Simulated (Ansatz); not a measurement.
Cost and result up the ladder for Al2B3 (5 atoms). The state is a doublet with charge 0. Geometry: PBE0-D4/def2-SVP.

```xyz
5

B    -0.2636   -0.4327   -1.7137
B     0.0999    0.5088   -0.5463
B    -0.3660   -1.1836   -0.3595
Al   -0.0606   -0.6671    1.5733
Al    0.5904    1.7745    1.0462
```

Ansatz on 4 threads of Arm Neoverse V1 on a shared host. Times are rough, and most runs start from the orbitals of an earlier one. No level here is sound enough to serve as a yardstick. Binding counts from free atoms at the same level (B doublet, Al doublet; other spins of the atoms weren't run), without zero-point energy or a counterpoise term.

B3LYP takes the VWN-RPA correlation. Correlated methods freeze 13 core orbitals. The structure comes from a short search, and lower isomers may exist.

Run but left out: HF/STO-3G, HF/6-31G, LC-ωPBE/def2-TZVP, MP2/def2-TZVP, CCSD(T)/def2-TZVPP (⟨S²⟩ 1.10 to 1.78, where a pure state has 0.75).

Correlated methods converge slowly with the basis.

```
               level  functions  wall time  binding energy per atom (eV)                        remarks
     PBE-D4/def2-SVP         78      1.1 s                          3.32                              –
      B3LYP-D4/6-31G         53      1.2 s                          2.78                              –
    PBE0-D4/def2-SVP         78      1.4 s                          3.17  spin-contaminated (⟨S²⟩ 0.87)
    PBE-D4/def2-TZVP        167      2.5 s                          3.27                              –
   RPA@PBE/def2-TZVP        167      3.4 s                          2.57                              –
   PBE0-D4/def2-TZVP        167      3.6 s                          3.12  spin-contaminated (⟨S²⟩ 0.87)
   PBE-D4/def2-TZVPD        197      3.8 s                          3.27                              –
 r2SCAN-D4/def2-TZVP        167      6.5 s                          3.19  spin-contaminated (⟨S²⟩ 0.93)
r2SCANh-D4/def2-TZVP        167      7.5 s                          3.13  spin-contaminated (⟨S²⟩ 0.98)
  PBE0-D4/def2-TZVPD        197      9.5 s                          3.12  spin-contaminated (⟨S²⟩ 0.87)
r2SCAN-D4/def2-TZVPD        197       17 s                          3.19  spin-contaminated (⟨S²⟩ 0.93)
```
